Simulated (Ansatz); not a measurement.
CCl-, multiplicity 3 (lowest of 2S+1 = 1, 3, 5 at CCSD(T)/def2-TZVPP on PBE0 minima; our sources give no spin for the ground state, which may be another), most abundant isotopes (12.0000 and 34.9689 u). Constants from fifth-degree fits in 1/R to seven points on the lowest solution found; no spin–orbit coupling, no relativity up to Kr; ω_e x_e and α_e move by some per cent with the fit.

Frozen-core correlation. CBS: X⁻³ extrapolation of the correlation energy, Hartree–Fock from the larger set.

Run with Ansatz (an electronic-structure program). Each number belongs to the level named beside it.

```
level                                          r_e (Å)  ω_e (cm⁻¹)  ω_e x_e (cm⁻¹)  α_e (cm⁻¹)
---------------------------------------------  -------  ----------  --------------  ----------
PBE/def2-TZVPP                                  1.8644       513.9            4.30     0.00747
CCSD(T)/CBS(aug-cc-pV(T+d)Z, aug-cc-pV(Q+d)Z)   1.8623       496.9            4.47     0.00815
```

Task: Derive the rotational constants, the centrifugal constant, the fundamental, the zero-point energy and the force constant.

Result: 
μ = 8.93414 u.
- PBE/def2-TZVPP: B_e = 16.8576/(μ r_e²) = 0.54281 cm⁻¹; B₀ = B_e − α_e/2 = 0.53908 cm⁻¹; D = 4B_e³/ω_e² = 2.42e-06 cm⁻¹; fundamental ω_e − 2ω_e x_e = 505 cm⁻¹; zero-point energy ω_e/2 − ω_e x_e/4 = 256 cm⁻¹; k = μ(2πcω_e)² = 139 N/m
- CCSD(T)/CBS(aug-cc-pV(T+d)Z, aug-cc-pV(Q+d)Z): B_e = 16.8576/(μ r_e²) = 0.54405 cm⁻¹; B₀ = B_e − α_e/2 = 0.53998 cm⁻¹; D = 4B_e³/ω_e² = 2.61e-06 cm⁻¹; fundamental ω_e − 2ω_e x_e = 488 cm⁻¹; zero-point energy ω_e/2 − ω_e x_e/4 = 247 cm⁻¹; k = μ(2πcω_e)² = 130 N/m
